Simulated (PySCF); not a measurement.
CH6GeOSi, SMILES C([SiH2][GeH3])=O, PBE/def2-SVP optimised geometry.

```
10

O      2.40     0.03     0.00
C      1.76    -1.00     0.00
Si    -0.19    -1.00     0.00
Ge    -0.86     1.30     0.00
H      2.30    -2.01     0.00
H     -0.67    -1.76    -1.21
H     -0.67    -1.76     1.21
H     -0.31     2.00    -1.27
H     -2.40     1.42     0.01
H     -0.30     2.01     1.26
```

Density from PBE/def2-TZVP in PySCF 2.14.0 at that geometry.

Minimum of the electron density along straight lines between bonded atoms, close to the bond critical point (lines longer than 1.1 times the sum of covalent radii, or with two minima, are not listed):

```
bond     length / Å  ρ at the minimum / e bohr⁻³  ∇²ρ there / e bohr⁻⁵  position (fraction from the first atom)
-------  ----------  ---------------------------  --------------------  ---------------------------------------
O1–C2         1.218                        0.409                 -0.09                                     0.66
C2–Si3        1.956                        0.109                  0.09                                     0.61
Si3–Ge4       2.391                        0.087                 -0.12                                     0.48
C2–H5         1.139                        0.257                 -0.83                                     0.65
Si3–H6        1.509                        0.115                  0.12                                     0.49
Si3–H7        1.509                        0.115                  0.12                                     0.49
Ge4–H8        1.549                        0.129                  0.04                                     0.59
Ge4–H9        1.552                        0.128                  0.04                                     0.59
Ge4–H10       1.549                        0.129                  0.04                                     0.59
```
